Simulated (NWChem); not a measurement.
System: SiH2OI2; SMILES O[SiH](I)I

```xyz
6

Si    -1.0107     0.4468     0.0000
O     -2.4295    -0.4231     0.0000
I      0.3386    -0.0308     2.0106
I      0.3386    -0.0308    -2.0106
H     -1.4035     1.8835     0.0000
H     -2.3369    -1.3936     0.0000
```
Atoms are numbered in this order, from 1.

Level: PBE-D3(BJ)/def2-SVP with def2 effective core potentials on I (NWChem), optimised geometry, unscaled harmonic frequencies. def2 effective core potentials on I; no spin-orbit coupling.

```tsv
frequency (cm⁻¹)	IR intensity (km/mol)
82	0.1
151	11.0
206	8.6
281	66.9
319	12.2
399	212.6
714	182.2
741	40.8
832	324.8
902	8.9
2235	53.9
3746	107.5
```

```yaml
zero_point_energy: 15.2 kcal/mol
thermal correction to the enthalpy at 298.15 K (with zero-point energy): 19.7 kcal/mol
heat capacity Cv: 19.1 cal/(mol K)
entropy at 298.15 K and 1 atm (symmetry number 1): 86.9 cal/(mol K)
```

Rigid rotor and harmonic oscillator; modes under 100 cm⁻¹ make the entropy uncertain.
